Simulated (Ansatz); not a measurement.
A geometry relaxed with PBE0-D3(BJ)/def2-SVP (Ansatz, a program for electronic structure), charge 0, multiplicity 1:

```xyz
14

H      1.6664     2.6660    -0.4892
H     -0.6675    -2.1262     0.4142
H     -0.6480     1.9762    -0.4862
S      2.5488    -2.1508     0.7184
H      3.7868    -1.6108     0.6864
H     -2.0253     1.3463     0.4443
H     -1.8864    -1.5321    -0.7373
N     -0.5228    -0.0728    -0.0261
C     -1.2930     1.0934    -0.3506
H     -1.8712     0.9664    -1.2896
In     1.4897    -0.0744     0.1500
S      2.7636     1.9308    -0.2000
C     -1.3052    -1.2623     0.1689
H     -2.0358    -1.1497     0.9967
```

Task: Write the SMILES of this molecule.

Result: `C[N](C)[In]([SH])[SH]`
